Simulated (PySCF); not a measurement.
[Se2]- (charge -1 and doublet state).
Z-matrix (Å and degrees, PBE0-D3(BJ)/def2-SVP geometry), rows numbered from 1:
```
Se
Se  1  2.2814
```

Level of theory: PySCF, PBE0-D3(BJ)/def2-SVP geometry optimisation, gas phase.

Masses are those of the commonest isotopes; rigid-rotor values at the optimised geometry. 

Question: What are the moment of inertia and the rotational constant?

Answer: I = 207.981 u·Å², B = 505379 MHz·u·Å²/I = 2430 MHz (0.0811 cm⁻¹, or 0.117 K as hB/k). For two atoms I = μr² with μ = 39.9583 u and r = 2.2814 Å.

If the electronic state has orbital angular momentum about the axis (Π, Δ; not determined here), the simple ladder of levels BJ(J+1) doesn't apply.

Whether it is a minimum is left open (no frequencies). ⟨S²⟩ = 0.753 (exact for a doublet: 0.75). Whether the extra electron is bound in the gas phase wasn't checked; a finite basis holds it in any case. The geometry's basis has no diffuse functions, a weakness for an anion. These are rigid-rotor constants of the computed structure; measured ground-state constants (B0) also hold zero-point vibration.
